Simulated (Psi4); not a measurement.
H3AlCl2Si (SMILES [SiH3][Al]([Cl])[Cl]), singlet, geometry from GFN2-xTB (such geometries of metal compounds can be far from the true shape); CCSD/cc-pVDZ (Psi4).

Psi4 was given this input:
```
memory 2 GB

molecule {
0 1
  Al   -0.06871540    0.02643894   -0.03866881
  Cl   -1.77824764   -1.07933224   -0.20335917
  Cl   -0.11745823    1.81984352   -1.01560867
  Si    1.86574300   -0.72844182    1.19661735
  H     2.52424247    0.34458038    1.96491009
  H     2.92503697   -1.28941977    0.33641309
  H     1.55061855   -1.78937305    2.17118162
}

set basis cc-pvdz
set freeze_core true

energy('ccsd')
print_variables()
```

### Question
Predict the main parts of the log of this Psi4 run.

### Answer

```
   => Loading Basis Set <=

    Name: CC-PVDZ
    Role: ORBITAL
    Keyword: BASIS

         ---------------------------------------------------------
                                   SCF
               by Justin Turney, Rob Parrish, Andy Simmonett
                          and Daniel G. A. Smith
                              RHF Reference
         ---------------------------------------------------------

  ==> Geometry <==

    Molecular point group: c1
    Full point group: C1

    Geometry (in Angstrom), charge = 0, multiplicity = 1:

       Center              X                  Y                   Z               Mass
    ------------   -----------------  -----------------  -----------------  -----------------
         AL           0.000799170742    -0.000711089226     0.005765903678    26.981538530000
         CL          -1.708733069258    -1.106482269226    -0.158924456322    34.968852682000
         CL          -0.047943659258     1.792693490774    -0.971173956322    34.968852682000
         SI           1.935257570742    -0.755591849226     1.241052063678    27.976926534650
         H            2.593757040742     0.317430350774     2.009344803678     1.007825032230
         H            2.994551540742    -1.316569799226     0.380847803678     1.007825032230
         H            1.620133120742    -1.816523079226     2.215616333678     1.007825032230

  Running in c1 symmetry.

  Rotational constants: A =      0.07941  B =      0.06056  C =      0.03475 [cm^-1]
  Rotational constants: A =   2380.78990  B =   1815.49893  C =   1041.75224 [MHz]
  Nuclear repulsion =  296.881386314702070

  Charge       = 0
  Multiplicity = 1
  Electrons    = 64
  Nalpha       = 32
  Nbeta        = 32

  ==> Algorithm <==

  SCF Algorithm Type is PK.
  DIIS enabled.
  MOM disabled.
  Fractional occupation disabled.
  Guess Type is SAD.
  Energy threshold   = 1.00e-08
  Density threshold  = 1.00e-08
  Integral threshold = 1.00e-12

  ==> Primary Basis <==

  Basis Set: CC-PVDZ
    Blend: CC-PVDZ
    Number of shells: 41
    Number of basis functions: 87
    Number of Cartesian functions: 91
    Spherical Harmonics?: true
    Max angular momentum: 2

  ==> Integral Setup <==

  Using in-core PK algorithm.
   Calculation information:
      Number of atoms:                   7
      Number of AO shells:              41
      Number of primitives:            215
      Number of atomic orbitals:        91
      Number of basis functions:        87

      Integral cutoff                 1.00e-12
      Number of threads:                 1

  Performing in-core PK
  Using 14657412 doubles for integral storage.
  We computed 326961 shell quartets total.
  Whereas there are 371091 unique shell quartets.

  ==> DiskJK: Disk-Based J/K Matrices <==

    J tasked:                  Yes
    K tasked:                  Yes
    wK tasked:                  No
    Schwarz Cutoff:          1E-12

  Minimum eigenvalue in the overlap matrix is 8.8045108275E-03.
  Reciprocal condition number of the overlap matrix is 2.0926933434E-03.
    Using symmetric orthogonalization.

  ==> Pre-Iterations <==

  SCF Guess: Superposition of Atomic Densities via on-the-fly atomic UHF (no occupation information).

   -------------------------
    Irrep   Nso     Nmo
   -------------------------
     A         87      87
   -------------------------
    Total      87      87
   -------------------------

  ==> Iterations <==

                        Total Energy        Delta E     RMS |[F,P]|

   @RHF iter SAD: -1451.16189088357396   -1.45116e+03   0.00000e+00
   @RHF iter   1: -1451.69848456697173   -5.36594e-01   2.51180e-03 DIIS/ADIIS
   @RHF iter   2: -1451.73895786327535   -4.04733e-02   8.77711e-04 DIIS/ADIIS
   @RHF iter   3: -1451.74383714653050   -4.87928e-03   2.57410e-04 DIIS/ADIIS
   @RHF iter   4: -1451.74473889150750   -9.01745e-04   5.54642e-05 DIIS
   @RHF iter   5: -1451.74478256273187   -4.36712e-05   1.20596e-05 DIIS
   @RHF iter   6: -1451.74478413858560   -1.57585e-06   2.22360e-06 DIIS
   @RHF iter   7: -1451.74478419533853   -5.67529e-08   5.71145e-07 DIIS
   @RHF iter   8: -1451.74478420012179   -4.78326e-09   1.44815e-07 DIIS
   @RHF iter   9: -1451.74478420045125   -3.29464e-10   2.82024e-08 DIIS
   @RHF iter  10: -1451.74478420045830   -7.04858e-12   7.33168e-09 DIIS
  Energy and wave function converged.

  ==> Post-Iterations <==

    Orbital Energies [Eh]
    ---------------------

    Doubly Occupied:

[...]
    Virtual:

[...]
      87A      2.270642

    Final Occupation by Irrep:
              A
    DOCC [    32 ]
    NA   [    32 ]
    NB   [    32 ]

  @RHF Final Energy: -1451.74478420045830

   => Energetics <=

    Nuclear Repulsion Energy =            296.8813863147020697
    One-Electron Energy =               -2602.7407577986136857
    Two-Electron Energy =                 854.1145872834532611
    Total Energy =                      -1451.7447842004585254

Computation Completed

Properties will be evaluated at   0.000000,   0.000000,   0.000000 [a0]

Properties computed using the SCF density matrix

 Multipole Moments:

 ------------------------------------------------------------------------------------
     Multipole            Electronic (a.u.)      Nuclear  (a.u.)        Total (a.u.)
 ------------------------------------------------------------------------------------

 L = 1.  Multiply by 2.5417464519 to convert [e a0] to [Debye]
 Dipole X            :         -8.0529877            8.4072640            0.3542763
 Dipole Y            :          3.1447717           -3.2835915           -0.1388198
 Dipole Z            :         -5.1361069            5.3740439            0.2379370
 Magnitude           :                                                    0.4487724

 ------------------------------------------------------------------------------------

 MINTS: Wrapper to libmints.
   by Justin Turney

   Calculation information:
      Number of threads:                 1
[...]
	Two-electron integral transformation complete.
	(OV|VV)...
	Starting second half-transformation.
	Two-electron integral transformation complete.
	(VV|OO)...
	Starting first half-transformation.
	Sorting half-transformed integrals.
	First half integral transformation complete.
	Starting second half-transformation.
	Two-electron integral transformation complete.
	(VV|OV)...
	Starting second half-transformation.
	Two-electron integral transformation complete.
	(VV|VV)...
	Starting second half-transformation.
	Two-electron integral transformation complete.
	Frozen core energy     =  -1671.64962099611671

	Size of irrep 0 of <ab|cd> integrals:      9.151 (MW) /     73.205 (MB)
	Total:                                     9.151 (MW) /     73.205 (MB)

	Size of irrep 0 of <ia|bc> integrals:      1.996 (MW) /     15.972 (MB)
	Total:                                     1.996 (MW) /     15.972 (MB)

	Size of irrep 0 of tijab amplitudes:       0.436 (MW) /      3.485 (MB)
	Total:                                     0.436 (MW) /      3.485 (MB)

	Nuclear Rep. energy          =    296.88138631470207
	SCF energy                   =  -1451.74478420045830
	One-electron energy          =   -139.19694524540319
	Two-electron energy          =     62.22039572636194
	Reference energy             =  -1451.74478420045580

            **************************
            *                        *
            *        CCENERGY        *
            *                        *
            **************************

    Nuclear Rep. energy (wfn)     =  296.881386314702070
    SCF energy          (wfn)     = -1451.744784200458298
    Reference energy    (file100) = -1451.744784200455797

    Input parameters:
    -----------------
    Wave function   =     CCSD
    Reference wfn   =     RHF
    Brueckner       =     No
    Maxiter         =     50
    R_Convergence   =     1.0e-07
    E_Convergence   =     1.0e-06
    Restart         =     Yes
    DIIS            =     Yes
    AO Basis        =     NONE
    ABCD            =     NEW
    Cache Level     =     2
    Cache Type      =     LOW
    Print Level     =     1
    Num. of threads =     1
    # Amps to Print =     10
    Print MP2 Amps? =     No
    Analyze T2 Amps =     No
    Print Pair Ener =     No
    Local CC        =     No
    SCS-MP2         =     False
    SCSN-MP2        =     False
    SCS-CCSD        =     False

MP2 correlation energy -0.4249168310067492
                Solving CC Amplitude Equations
                ------------------------------
  Iter             Energy              RMS        T1Diag      D1Diag    New D1Diag    D2Diag
  ----     ---------------------    ---------   ----------  ----------  ----------   --------
     0        -0.424916831006749    0.000e+00    0.000000    0.000000    0.000000    0.128279
     1        -0.464214838382733    7.035e-02    0.007175    0.019875    0.019875    0.151745
     2        -0.476669160324549    2.280e-02    0.009324    0.025038    0.025038    0.161892
     3        -0.477914209499601    7.616e-03    0.010593    0.029491    0.029491    0.163710
     4        -0.477904124209012    2.459e-03    0.011116    0.031411    0.031411    0.164099
     5        -0.477892091452812    6.724e-04    0.011233    0.031970    0.031970    0.164085
     6        -0.477890126609802    2.217e-04    0.011268    0.032159    0.032159    0.164061
     7        -0.477890829086566    6.003e-05    0.011272    0.032198    0.032198    0.164053
     8        -0.477891444615195    1.925e-05    0.011272    0.032209    0.032209    0.164052
     9        -0.477891430436094    6.273e-06    0.011272    0.032212    0.032212    0.164052
    10        -0.477891382195219    2.068e-06    0.011272    0.032213    0.032213    0.164052
    11        -0.477891397747235    6.262e-07    0.011272    0.032213    0.032213    0.164052
    12        -0.477891402131193    2.025e-07    0.011272    0.032213    0.032213    0.164052
    13        -0.477891409341154    7.459e-08    0.011272    0.032213    0.032213    0.164052

    Iterations converged.

    Largest TIA Amplitudes:
              6   0         0.0306209884
              3   1        -0.0158826731
              7   2        -0.0157318538
             11   5        -0.0142275021
              8   3         0.0132940070
              4   2        -0.0116024336
             11   9        -0.0079229600
              5   4        -0.0078195117
             11  18         0.0076846214
              6   8         0.0076696337

    Largest TIjAb Amplitudes:
     11  11   2   2        -0.0312932596
     11  11   0   0        -0.0309871773
     11  11   1   1        -0.0277400455
      7   7  15  15        -0.0241617489
      7   7   2   2        -0.0237345371
      8   8   3   3        -0.0211619641
     11  11   5   5        -0.0209210076
      8   8  14  14        -0.0205355141
     11  11   0  12        -0.0201847507
     11  11  12   0        -0.0201847507

    SCF energy       (wfn)                    = -1451.744784200458298
    Reference energy (file100)                = -1451.744784200455797

    Opposite-spin MP2 correlation energy      =   -0.323962756670320
    Same-spin MP2 correlation energy          =   -0.100954074336429
    Singles MP2 correlation energy            =   -0.000000000000000
    MP2 correlation energy                    =   -0.424916831006749
      * MP2 total energy                      = -1452.169701031462637

    Opposite-spin CCSD correlation energy     =   -0.379092189374799
    Same-spin CCSD correlation energy         =   -0.098799219966355
    Singles CCSD correlation energy           =    0.000000000000000
    CCSD correlation energy                   =   -0.477891409341154
      * CCSD total energy                     = -1452.222675609796852

  Variable Map:
  ----------------------------------------------------------------------------
[...]
  Array Variable Map:
  ----------------------------------------------------------------------------
[...]
[...]
```
